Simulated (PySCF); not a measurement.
# Worked example: chemical shift, span and skew from a shielding tensor

C₂H₅BO₃, SMILES OB(C(=O)O)C. Atoms are numbered in the order given.

```xyz
11

C      1.0612    -1.7781     0.0000
B     -0.1399    -0.7825     0.0000
O     -1.4261    -1.1749     0.0000
C      0.0120     0.8349     0.0000
O     -0.9696     1.5538     0.0000
O      1.2600     1.3303     0.0000
H      0.7483    -2.8323     0.0000
H      1.7056    -1.5931    -0.8777
H      1.7056    -1.5931     0.8777
H     -2.0007    -0.3861     0.0000
H      1.1873     2.3032     0.0000
```
Charge 0, spin multiplicity 1.

Geometry: B3LYP-D3(BJ)/def2-SVP. The structure was generated by enumeration, and PubChem lists no compound with its InChIKey, so it may never have been made. The values are those of a single conformer.

GIAO shieldings from PBE/pcSseg-1 run with PySCF, non-relativistic, no solvent. The symmetric part of the tensor of C4 has the principal values -91.3, 20.9, 71.7 ppm. The same nucleus in TMS has σ = 182.0 ppm at this level (PySCF, at its B3LYP-D3(BJ)/def2-TZVP geometry).

Problem. Work out the isotropic shielding, the ¹³C shift against TMS, the span and the skew.

Solution. 
σ(iso) = (σ11 + σ22 + σ33)/3 = 0.4 ppm. δ = σ(ref) − σ(iso) = 182.0 − (0.4) = 181.6 ppm.
Span Ω = σ33 − σ11 = 163.0 ppm. Skew κ = 3(σ(iso) − σ22)/Ω = -0.38. Tumbling in solution averages the tensor to δ; in a static solid the shielding alone would spread this spin-1/2 line over Ω.
